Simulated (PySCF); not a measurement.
Si(OH)3(SH) (H4O3SSi), SMILES O[Si](O)(O)S.

Geometry: B3LYP-D3(BJ)/def2-SVP. One conformer was computed; it need not be the lowest.

All values below come from B3LYP-D3(BJ)/def2-SVP (PySCF).

Frequencies are harmonic and unscaled.

```tsv
mode	ν (cm⁻¹)	IR (km/mol)	moving atoms (share of kinetic energy)
1	124	25.7	H 70 %, O 24 %
2	184	30.0	O 57 %, H 23 %, S 17 %
3	210	51.2	H 79 %, O 13 %
4	247	10.5	H 45 %, O 38 %, S 9 %
5	260	34.5	H 58 %, O 23 %, Si 11 %
6	310	13.7	H 46 %, O 31 %, S 12 %, Si 10 %
7	327	72.6	O 41 %, H 35 %, S 19 %
8	331	39.5	O 57 %, H 31 %, Si 12 %
9	368	134.3	O 48 %, H 41 %
10	521	117.0	Si 40 %, S 30 %, O 21 %, H 8 %
11	723	3.0	H 88 %
12	799	145.5	O 64 %, H 26 %, Si 9 %
13	814	198.9	H 74 %, O 25 %
14	818	139.4	H 73 %, O 25 %
15	866	213.3	H 52 %, O 28 %, Si 20 %
16	963	181.3	Si 44 %, O 37 %, H 19 %
17	988	163.2	Si 48 %, O 36 %, H 16 %
18	2682	0.1	H 97 %
19	3853	101.2	H 94 %
20	3872	91.2	H 94 %
21	3878	98.9	H 94 %
```
